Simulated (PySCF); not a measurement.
**Electron correlation in Nb⁻ (niobium, charge -1)**

[Kr] 4d4 5s2, high-spin 5D determinant. Computed with PySCF 2.14 in aug-cc-pwCVDZ-PP with ECP28MDF (6s6p5d3f, 70 functions), with scalar relativity through the core potential. Frozen: 4s2 4p6; 6 electrons correlated.

```
  level  correlation energy (mhartree)
   CCSD                         -92.55
    (T)                          -5.62
CCSD(T)                         -98.17
```

Diagnostics: T1 = 0.13, D1 = 0.4422, largest double amplitude 0.097.

**Question.** Is a single reference adequate?

**Answer.** Not fully. T1 exceeds 0.03, a sign that the reference determinant is poor.
